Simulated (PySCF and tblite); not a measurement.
Values are calculated unless marked as measured or tabulated.
Barrier and rate of a ring inversion

System: C7H7F, numbered as in [F:1][CH:2]1[CH:3]=[CH:4][CH:5]=[CH:6][CH:7]=[CH:8]1.

Motion: inversion of the 7-membered ring (2–3–4–5–6–7–8). Level: CAM-B3LYP/pcSseg-1 + D3(BJ) on GFN2-xTB stationary points, with GFN2-xTB thermal terms. Rate constants are transition-state-theory values, counting equivalent paths, without tunnelling. Run with tblite and PySCF.

```csv
point,symmetry,E(GFN2) kcal/mol,E(DFT) kcal/mol,ZPE change kcal/mol,lowest mode cm⁻¹,dipole D
start,Cs,0.0,0.0,0.00,124,1.85
saddle,Cs,6.4,3.3,0.31,72i,2.16
end,Cs,1.4,1.3,0.21,120,1.91
```

| Item | Value |
| --- | --- |
| Electronic barrier | 3.3 kcal/mol |
| Barrier with zero-point energy | 3.6 kcal/mol |
| ΔH‡ (298 K) | 3.1 kcal/mol |
| ΔS‡ (298 K, symmetry apart) | -2.6 cal/(mol K) |
| Paths | 1 equivalent path |
| End point | a different minimum |
| Mean lifetime of the start against this motion at 298 K | 120 ps |
| Cost | 2.5 min on 1 thread of Arm Neoverse N1, shared host (rough), peak memory 0.88 GiB, launched as `OMP_NUM_THREADS=1 python ens_run.py task.json out` |

| T/K | ΔG‡ kcal/mol | k s⁻¹ | ΔG kcal/mol | k back s⁻¹ |
| --- | --- | --- | --- | --- |
| 150 | 3.6 | 1.5×10⁷ | 1.5 | 2.6×10⁹ |
| 200 | 3.7 | 3.6×10⁸ | 1.5 | 1.8×10¹⁰ |
| 250 | 3.8 | 2.5×10⁹ | 1.5 | 5.5×10¹⁰ |
| 298 | 3.9 | 8.5×10⁹ | 1.6 | 1.2×10¹¹ |
| 350 | 4.0 | 2.2×10¹⁰ | 1.6 | 2.1×10¹¹ |
| 400 | 4.2 | 4.4×10¹⁰ | 1.6 | 3.1×10¹¹ |
| 500 | 4.5 | 1.1×10¹¹ | 1.6 | 5.7×10¹¹ |

ΔG and ΔG‡ leave out symmetry numbers and mirror images; rates count paths: 1 out, 1 back.
